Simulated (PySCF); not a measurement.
C$_{4}$H$_{10}$S, triplet, at the geometry of the source list (a higher spin typed on purpose: for a closed-shell molecule this is an excited state) (in this run its highest filled SCF level lies above zero, so its values depend strongly on the basis, on diffuse functions most of all). Base run: PySCF with BLYP/STO-3G.

Geometry (Å):
```xyz
15

C      2.5644    -0.1154     0.1142
C      1.1117     0.1784    -0.2053
S      0.0509    -0.2810     1.2134
C     -1.5480     0.3898     0.6480
C     -2.1623    -0.4107    -0.4850
H      2.8815     0.4489     0.9876
H      3.1928     0.1580    -0.7307
H      2.6968    -1.1738     0.3236
H      0.9574     1.2424    -0.3936
H      0.7834    -0.3976    -1.0710
H     -1.3876     1.4311     0.3645
H     -2.1830     0.3566     1.5328
H     -2.2639    -1.4535    -0.1948
H     -1.5465    -0.3571    -1.3798
H     -3.1476    -0.0159    -0.7241
```
Charge 0, spin multiplicity 3.
Orbitals are unrestricted.
All else is at PySCF's defaults.

The base run was repeated with changes; each row names its change, and settings that it needs were set with it.

```csv
change,E (Eh),HOMO (eV),dipole (D),<S^2>,core-seconds (rough),outcome
base,-549.91888,5.17,0.10,2.001,9,converged
functional = mn12l,-548.85828,5.72,0.20,2.001,10,converged
functional = bhandhlyp,-549.99910,2.86,0.44,2.007,20,converged
functional = pw6b95,-550.61981,3.72,0.11,2.002,30,converged
"functional = pw91,pw91",-549.97402,5.04,0.07,2.001,20,converged
functional = wb97x_v,-,-,-,-,-,cut at the time limit
functional = m06,-549.86314,4.09,0.13,2.001,20,converged
functional = hf,-548.36279,1.20,0.27,2.024,1,converged
functional = wb97x,-550.07573,1.66,0.16,2.005,20,converged
functional = camb3lyp,-549.96531,2.63,0.15,2.004,20,converged
functional = bp86,-550.11148,5.03,0.07,2.001,20,converged
functional = b3lyp,-550.09298,4.11,0.12,2.002,10,converged
functional = b97m_v,-,-,-,-,-,cut at the time limit
```

Absolute energies of different levels of theory aren't comparable as measures of quality.

Open shells are given as the SCF converged; they aren't shown to be the lowest states, and a large step between rows can be another state.
